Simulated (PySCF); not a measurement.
From one molecule to another.

First species: C5H7F3O.
Structure used (PBE0-D3(BJ)/def2-SVP), in Å, numbered top down from 1:
```
atom  x, y, z in Å
C1     2.0481    0.0446    0.2627
C2     0.6185   -0.0049    0.7778
C3    -0.4135   -0.2057   -0.3267
C4    -0.6112    1.0253   -1.1985
O5     0.0127    2.0405   -1.0670
C6    -1.7591   -0.6595    0.2113
F7    -1.6567   -1.8032    0.8893
F8    -2.6375   -0.8601   -0.7795
F9    -2.2853    0.2525    1.0336
H10    2.3167   -0.8854   -0.2639
H11    2.1935    0.8872   -0.4271
H12    2.7550    0.1684    1.0960
H13    0.5135   -0.8260    1.5036
H14    0.3759    0.9270    1.3118
H15   -0.0978   -1.0173   -1.0097
H16   -1.3880    0.9198   -1.9955
```

Second species: C5H7F3O.
SMILES: `C[C@@H]1[C@H](F)[C@@H]1OC(F)F`

Levels: B3LYP/def2-SVPD for dipole moment, HOMO energy, LUMO energy, HOMO–LUMO gap, static isotropic polarisability and electronic spatial extent ⟨r²⟩ about the centre of nuclear charge; TDDFT B3LYP/def2-SVPD for lowest singlet excitation; TDA B3LYP/def2-SVPD for lowest triplet excitation (Tamm–Dancoff); ΔSCF B3LYP/def2-SVPD for vertical ionisation energy; PBE0-D3(BJ)/def2-SVP for rotational constant A and rotational constant C. Geometries: PBE0-D3(BJ)/def2-SVP. All species are isolated and taken at one optimised geometry, non-relativistic unless stated. Electronic properties by PySCF.

The conformers computed, where there is a choice (atom-mapped SMILES and torsion angles):
- `[CH3:1][CH2:2][C@H:3]([CH:4]=[O:5])[C:6]([F:7])([F:8])[F:9]`: C1–C2–C3–C4 -72°, C2–C3–C4–O5 3°, C2–C3–C6–F7 -59°
- `[CH3:1][C@@H:2]1[C@H:3]([F:4])[C@@H:5]1[O:6][CH:7]([F:8])[F:9]`: C3–C5–O6–C7 -154°, C5–O6–C7–F8 -71°

```json
{"property": "dipole moment", "column X": "1.93 D", "column Y": "3.76 D"}
{"property": "HOMO energy", "column X": "-7.83 eV", "column Y": "-7.95 eV"}
{"property": "LUMO energy", "column X": "-1.72 eV", "column Y": "-0.05 eV"}
{"property": "HOMO–LUMO gap", "column X": "6.11 eV", "column Y": "7.90 eV"}
{"property": "lowest singlet excitation", "column X": "4.21 eV", "column Y": "6.88 eV"}
{"property": "lowest triplet excitation (Tamm–Dancoff)", "column X": "3.61 eV", "column Y": "6.72 eV"}
{"property": "static isotropic polarisability", "column X": "65.8 au", "column Y": "65.5 au"}
{"property": "vertical ionisation energy", "column X": "10.34 eV", "column Y": "10.17 eV"}
{"property": "electronic spatial extent ⟨r²⟩ about the centre of nuclear charge", "column X": "1206 bohr²", "column Y": "1270 bohr²"}
{"property": "rotational constant A", "column X": "2.298 GHz", "column Y": "2.820 GHz"}
{"property": "rotational constant C", "column X": "0.984 GHz", "column Y": "0.948 GHz"}
```

**Question.** Which column belongs to which species?

**Answer.** Column X is the first species and column Y the second. The first has 16 atoms and 72 electrons, the second 16 and 72.

**Question.** How does each property change from the first species to the second?

**Answer.** dipole moment +1.83 D; HOMO energy -0.12 eV; LUMO energy +1.67 eV; HOMO–LUMO gap +1.79 eV; lowest singlet excitation +2.67 eV; lowest triplet excitation (Tamm–Dancoff) +3.11 eV; static isotropic polarisability -0.3 au; vertical ionisation energy -0.17 eV; electronic spatial extent ⟨r²⟩ about the centre of nuclear charge +64 bohr²; rotational constant A +0.522 GHz; rotational constant C -0.036 GHz.

On the first: The principal polarisabilities are 57.9, 66.9 and 72.8 au; their mean is the isotropic value. The vertical singlet–triplet gap S1 − T1 is 0.60 eV (TDDFT singlet less Tamm–Dancoff triplet; S1: HOMO→LUMO, weight 0.99; T1: HOMO→LUMO, weight 0.98).

On the second: The principal polarisabilities are 59.4, 65.6 and 71.7 au; their mean is the isotropic value. S1 lies 1.02 eV below the HOMO–LUMO gap; its leading configuration is HOMO→LUMO, weight 0.98.
